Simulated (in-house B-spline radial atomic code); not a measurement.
# Solving the quasi-particle equation for 3d up of Fe3+

Configuration [Ar] 3d5, highest spin, start PBE, empty levels kept to 3200 hartree. Computed with an all-electron radial atomic-structure program (B-spline basis): all electrons, scalar-relativistic (spin-free one-electron X2C), finite nucleus, each spin shell either full or empty, empty states to l = 9 with an (l + 1/2)⁻⁴ tail; G0W0 by contour deformation at full frequency.

At the mean-field level ε = -45.183 eV the matrix elements are Σx = -46.283 eV, v_xc = -34.998 eV and Σc(ε) = 0.996 eV, and the slope of the correlation self-energy is dΣc/dω = -0.0644. The quasi-particle energy solves E = ε + Σx − v_xc + Σc(E).

What does the linearised equation give?

Z = 1/(1 − dΣc/dω) = 1/1.0644 = 0.9395. The first-order shift is Σx − v_xc + Σc(ε) = -46.283 − (-34.998) + (0.996) = -10.289 eV, so E ≈ ε + Z × shift = -45.183 + 0.9395 × (-10.289) = -54.850 eV.

How does that compare with the full solution and with static screening?

Solving the equation at full frequency dependence gives E = -54.745 eV, where Σc = 1.722 eV and the weight is 0.916; the linearised value is off by 104 meV. Leaving Z out would give -55.472 eV. Static COHSEX puts -2.566 eV in place of Σc and gives -59.034 eV, 4.29 eV deeper. The tabulated removal energy is 54.91 ± 0.04 eV (NIST, measured); the run leaves out spin-orbit coupling, Breit and QED terms.
